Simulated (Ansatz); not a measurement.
# One step, two centres

Four-centre ligand exchange, with the central atom changed down its group and all else kept; in the first member these bonds form or tighten: Al–N, H–H; these break or loosen: Al–H, H–N.

Gas-phase electronic energies, without zero-point energy, by CCSD(T) at an estimated basis limit (MP2 extrapolated from triple and quadruple zeta, plus CCSD(T) − MP2 in triple zeta); Ansatz 0.2.0, def2-TZVPP and QZVPP, frozen cores, on PBE0-D4/def2-TZVP structures. Extrapolation: Hartree–Fock as exp(−7.88 √X), correlation as X^−2.97. All energies, in eV, count from the separated reactants, without counterpoise correction; the start and end structures are the complexes reached by relaxing down from the saddle, and deeper ones may exist. Brackets give SMILES, or, where every atom is bracketed, only which atoms are joined. Steps whose reference was doubtful or whose search ended elsewhere are left out.

| reactants | products | start structure | saddle | end structure | saddle by PBE-D4/TZ |
| --- | --- | --- | --- | --- | --- |
| CH₅N ([CH3][NH2]) + AlH₃ | CH₆AlN ([CH3][NH][AlH2]) + H₂ | -1.447 | 0.035 | -0.898 | -0.243 |
| CH₅N ([CH3][NH2]) + GaH₃ | CH₆GaN ([CH3][NH][GaH2]) + H₂ | -1.209 | ? | -0.504 | 0.325 |

Task: What is the height of the saddle for CH₅N ([CH3][NH2]) + GaH₃? (An estimate is asked for; the value comes from the calculation.)

Result: By the calculation: 0.553 eV relative to the separated reactants, the higher of the two; above its start structure the barrier is 0.553 − (-1.209) ≈ 1.762 eV.

Task: With the table complete: take k = (k_BT/h) exp(−E/k_BT), E being the saddle less the start structure. Which steps would take under a second at 573 K (300 °C)?

Result: k = 1 s⁻¹ needs E = k_BT ln(k_BT/h × 1 s) = 0.04938 eV × 30.1 = 1.49 eV. Zero-point energy and entropy, left out here, can move a barrier by 0.15 eV or more, so: too close to call: CH₅N ([CH3][NH2]) + AlH₃ (1.481); clearly slower: CH₅N ([CH3][NH2]) + GaH₃ (1.762) (barriers in eV). These are rates out of the complex; where it is weakly bound it falls apart first at this temperature, and the saddle's height above the separated reactants, with the entropy of meeting, sets the rate.

Task: How do the PBE-D4 saddles lie against the coupled-cluster estimate?

Result: Both lower, by 0.228 to 0.278 eV.

This is the kind of exchange with an N–H group that builds nitride films in atomic layer and chemical vapour deposition.

T1 diagnostic: at most 0.015. The filled d shells of Ga are correlated in sets not built for that, so values that involve them are less sure.

For scale, one of the runs: CCSD(T)/def2-TZVPP, 222 basis functions, launched by `ansatz run in.yaml --threads 4 --pin off --events-out ev --progress --plain --max-ram 9574MiB`. The run took 80 s on 4 CPU threads of an Arm Neoverse V2 (shared host), with 3.5 GiB of host memory at its peak.
